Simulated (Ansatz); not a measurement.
`N[C]1(F)[CH2][GeH2]1`. Charge 0, multiplicity 1. Geometry: relaxed with PBE0-D4/def2-TZVP. It is one conformer, not always the lowest.

```xyz
11

N    -0.874   -0.636    1.199
C    -0.536    0.161    0.106
F    -1.561    0.987   -0.356
C     0.202   -0.522   -1.019
Ge    1.300    0.808   -0.079
H    -1.145   -0.097    2.009
H    -1.592   -1.318    0.974
H     0.409   -1.580   -0.895
H    -0.116   -0.234   -2.015
H     1.557    2.109   -0.828
H     2.356    0.322    0.904
```

(1) What is the dipole moment at B3LYP/def2-TZVPP? (An estimate is asked.)

(2) And with PBE, r2SCAN, ωB97M-V? (Estimate.)

(3) Give the Mulliken charges with B3LYP, ωB97M-V, r2SCAN in def2-TZVPP. (Best estimate.)

## Answers

(1) The calculation gave: 1.07 D, with components (0.44, -0.75, 0.63) D in this frame, pointing from negative to positive charge.

(2) Computed: PBE 1.03 D, r2SCAN 1.06 D, ωB97M-V 1.07 D.

(3) The calculation gave: 
| atom | B3LYP | ωB97M-V | r2SCAN |
| --- | --- | --- | --- |
| N1 | -0.30 | -0.26 | -0.34 |
| C2 | 0.24 | 0.17 | 0.25 |
| F3 | -0.24 | -0.22 | -0.23 |
| C4 | -0.30 | -0.35 | -0.25 |
| Ge5 | 0.06 | 0.07 | 0.06 |
| H6 | 0.15 | 0.13 | 0.16 |
| H7 | 0.13 | 0.11 | 0.14 |
| H8 | 0.11 | 0.13 | 0.09 |
| H9 | 0.12 | 0.14 | 0.10 |
| H10 | 0.02 | 0.04 | 0.01 |
| H11 | 0.02 | 0.04 | 0.01 |

B3LYP here is the variant with VWN-RPA as its local correlation; programs differ in this.
